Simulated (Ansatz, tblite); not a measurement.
Cost and result up the ladder for Si2O2⁺ (4 atoms). Total charge 1; doublet. Geometry: PBE0-D4/def2-TZVP.

```xyz
4

Si   -0.529    0.615   -0.876
Si    0.529   -0.615    0.876
O     1.035    0.482   -0.286
O    -1.035   -0.482    0.286
```

Ansatz on 4 threads of Arm Neoverse V1 on a shared host; xTB runs through tblite on one thread. Times are rough, summed over both states, and most runs start from the orbitals of an earlier one. B2PLYP/def2-TZVP serves as the yardstick here, not as an exact answer. Differences are given only for rows in sets of like size (and for xTB, whose basis is part of the method), since another set adds its own error. The other state is a quartet at its own geometry.

The xTB rows come from tblite. B3LYP takes the VWN-RPA correlation. Correlated methods freeze 12 core orbitals. The structure comes from a short search, and lower isomers may exist.

Run but left out: HF/6-31G, HF/def2-TZVP, MP2/def2-TZVP (quartet: a determinant that CCSD turns far, T1 0.060); HF/def2-TZVPP, MP2/def2-TZVPP, CCSD/def2-TZVPP, CCSD(T)/def2-TZVPP (flagged by the program: other roots).

Correlated methods converge slowly with the basis.

xTB has no spin-polarisation term.

```csv
level,functions,wall time,quartet − doublet (eV),difference from B2PLYP/def2-TZVP (eV)
GFN1-xTB,26,0.006 s,5.54,1.81
GFN2-xTB,26,0.006 s,3.77,0.04
B3LYP-D4/6-31G,44,1.3 s,3.76,–
PBE-D4/def2-TZVP (with forces),136,2.8 s,3.55,-0.18
BLYP-D4/def2-TZVP,136,3 s,3.84,0.11
PBE0-D4/def2-TZVP,136,3.2 s,3.45,-0.28
B3LYP-D4/def2-TZVP,136,3.4 s,3.78,0.05
CAM-B3LYP-D4/def2-TZVP,136,3.8 s,3.78,0.05
RPA@PBE/def2-TZVP,136,4.1 s,3.66,-0.06
B2PLYP/def2-TZVP,136,5 s,3.73,0.00
r2SCAN-D4/def2-TZVP,136,6 s,3.14,-0.59
ωB97M-V/def2-TZVP,136,10 s,4.05,0.32
```
